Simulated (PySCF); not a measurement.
**Löwdin shares of the frontier orbitals**

Species: Sb(vinyl)3, C6H9Sb.
Cartesian coordinates in Å at the PBE0-D3(BJ)/def2-SVP level; atoms count from 1:
```
atom  x, y, z in Å
Sb1    0.0111   -0.0059    0.8738
C2     1.8136   -0.1380   -0.2935
C3     3.0179   -0.2866    0.2615
H4     1.7243   -0.0756   -1.3863
H5     3.1547   -0.3503    1.3472
H6     3.9293   -0.3519   -0.3450
C7    -0.7915    1.6366   -0.2623
C8    -1.2630    2.7448    0.3125
H9    -0.8103    1.5461   -1.3565
H10   -1.2687    2.8830    1.4000
H11   -1.6683    3.5739   -0.2799
C12   -1.0244   -1.5094   -0.2647
C13   -1.7614   -2.4631    0.3079
H14   -0.9321   -1.4807   -1.3586
H15   -1.8801   -2.5345    1.3953
H16   -2.2853   -3.2224   -0.2847
```

Level of theory: TDDFT PBE0/def2-SVPD, vertical, gas phase, core orbitals frozen in the response, def2 core potentials past Kr (PySCF). Spin–orbit coupling is left out.

Frontier orbitals with the atoms that hold most of them (Löwdin shares over 4%, at most four atoms; ? is withheld):

```csv
orbital,ε (eV),atoms
LUMO+2,0.35,"Sb1 41%, C7 9%, C12 9%, C2 9%"
LUMO+1,-0.60,"C13 22%, C12 18%, Sb1 13%, C3 12%"
LUMO,-0.60,"C8 22%, C7 17%, C2 13%, Sb1 13%"
HOMO,-6.83,?
HOMO-1,-7.69,"C3 16%, C2 15%, C12 15%, C7 14%"
HOMO-2,-7.69,"C7 16%, C8 16%, C12 14%, C2 13%"
HOMO-3,-7.78,"C2 16%, C3 16%, C12 15%, C13 14%"
```

(1) Give the leading atoms of the HOMO.

Answers

(1) Sb1 (bonded to 3 C) 58%; C7 (bonded to C, Sb and H) 10%; C12 (bonded to C, Sb and H) 10%; C2 (bonded to C, Sb and H) 10%. By element: antimony 58%, carbon 31% or more.

Within 0.005 eV of a neighbour in this list lie HOMO-2/HOMO-1 and LUMO/LUMO+1.

Q: The HOMO–LUMO gap is 6.23 eV. Where does the response calculation put the lowest singlet, and from which orbitals?

A: S1 is at 5.03 eV (f = 0.018), 1.20 eV below the gap, made of HOMO→LUMO/LUMO+1 (≥96%). S1/S2 lie within about 0.01 eV of each other. 

Next come S2 at 5.03 eV (f 0.019), HOMO→LUMO/LUMO+1 (≥96%); S3 at 5.67 eV (f 0.0000), HOMO-2/HOMO-1→LUMO/LUMO+1 (≥70%); S4 at 6.03 eV (f 0.0015), HOMO-2/HOMO-1→LUMO/LUMO+1 (≥44%), HOMO→LUMO+2 (26%); S5 at 6.04 eV (f 0.0023), HOMO-2/HOMO-1→LUMO/LUMO+1 (≥42%), HOMO→LUMO+3 (24%).

Orbitals of the list HOMO-3 to LUMO+2 that lie within 0.01 eV of each other are written together with a slash and their weights summed (≥ marks a lower bound); for degenerate orbitals outside that list single weights are arbitrary.

One conformer stands for the species.
